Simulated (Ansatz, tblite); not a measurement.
Isomers of Li₅H₄⁺ (singlet), found by a short tight-binding search and relaxed with PBE0-D4/def2-TZVP in Ansatz.

The xTB rows come from tblite. Correlated methods freeze no core orbitals; core or outer-core shells of Li are correlated, in sets that lack core-valence functions.

Other spin states weren't relaxed.

A:

```xyz
9

Li    1.275   -1.907   -0.896
Li   -1.233    1.991    0.762
Li    2.042    0.853    1.080
Li   -0.063   -0.126    0.200
Li   -2.000   -0.768   -1.214
H    -1.777    0.602   -0.150
H     1.763   -0.629    0.193
H    -0.418   -1.497   -1.054
H     0.410    1.481    1.079
```

B:

```xyz
9

Li   -1.031    2.045   -0.642
Li    1.346    0.070   -0.617
Li    0.889   -2.131    0.572
Li    0.013    0.748    1.281
Li   -1.510   -0.909   -0.736
H     0.137   -1.487   -0.919
H     0.590    1.628   -0.265
H     1.210   -0.545    1.143
H    -1.644    0.579    0.183
```

Question: Estimate their order by electronic energy at CCSD(T)/def2-TZVPP, counted from the lowest.

Answer: A (0.0) < B (44.2), in kJ/mol.

Question: Do the other levels pick the same lowest one?

Answer: Not GFN1-xTB. Energies above each level's lowest (kJ/mol):

| level | A | B |
| --- | --- | --- |
| GFN1-xTB | 20.4 | 0.0 |
| GFN2-xTB | 0.0 | 15.4 |
| HF/def2-TZVPP | 0.0 | 47.8 |
| LDA (SPW92)/def2-TZVP | 0.0 | 35.8 |
| PBE-D4/def2-TZVP | 0.0 | 40.5 |
| r2SCAN-D4/def2-TZVP | 0.0 | 43.9 |
| PBE0-D4/def2-TZVP | 0.0 | 43.2 |
| ωB97M-V/def2-TZVP | 0.0 | 42.5 |
| MP2/def2-TZVPP | 0.0 | 44.7 |
| CCSD/def2-TZVPP | 0.0 | 44.7 |
| CCSD(T)/def2-TZVPP | 0.0 | 44.2 |
Point groups (tolerance 0.1 Å): A C4v, B C2. Lower isomers may exist.
